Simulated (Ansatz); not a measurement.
Total energies of `C[SiH2]N(C)[SiH2]N(C)[SiH2]N(C)C` from Ansatz at PBE0-D4/def2-SVP, gas phase (1 Eh = 27.2114 eV = 2625.5 kJ/mol). The reference geometry is relaxed at PBE-D4/def2-SVP.

| state | geometry | energy (Eh) |
| --- | --- | --- |
| charge 0 singlet | reference | -1234.68763 |
| charge 1 doublet | reference | -1234.39892 |
| charge -1 doublet | reference | -1234.60967 |
| free C atom (triplet) | – | -37.76066 |
| free Si atom (triplet) | – | -289.15194 |
| free N atom (quartet) | – | -54.47898 |
| free H atom (doublet) | – | -0.50029 |

Q: Work out the vertical ionisation energy to the doublet.

A: E(charge 1 doublet) − E(charge 0 singlet) = -1234.39892 − (-1234.68763) = 0.28871 Eh = 7.86 eV. For comparison, −ε of the highest occupied level is 6.22 eV at this level, 1.64 eV less.

Q: Work out the vertical electron affinity, to the doublet.

A: E(charge 0 singlet) − E(charge -1 doublet) = -1234.68763 − (-1234.60967) = -0.07796 Eh = -2.12 eV; negative, so the extra electron isn't bound. The basis lacks diffuse functions, which makes affinities too small.

Q: Give the fundamental gap IE − EA, the Mulliken electronegativity (IE + EA)/2 and the hardness (IE − EA)/2.

A: From the values in Eh: IE − EA = 0.28871 − (-0.07796) = 0.36667 Eh = 9.98 eV; (IE + EA)/2 = 2.87 eV; (IE − EA)/2 = 4.99 eV. The HOMO–LUMO gap of the same run is 7.16 eV, 2.82 eV smaller than the fundamental gap.

Q: What is the binding energy per atom against free atoms?

A: Atoms: 5 × (-37.76066) + 3 × (-289.15194) + 3 × (-54.47898) + 21 × (-0.50029) = -1230.20215 Eh. Binding: -1230.20215 − (-1234.68763) = 4.48548 Eh = 122.06 eV, or 3.81 eV for each of 32 atoms (no zero-point energy, no counterpoise term).

At PBE0-D4/def2-SVP the highest occupied level of the charge -1 doublet lies above zero (up to 3.40 eV). By energy differences it is unbound by 2.12 eV (vertical, against the charge 0 singlet, at PBE0-D4/def2-SVP) and held by the finite basis.
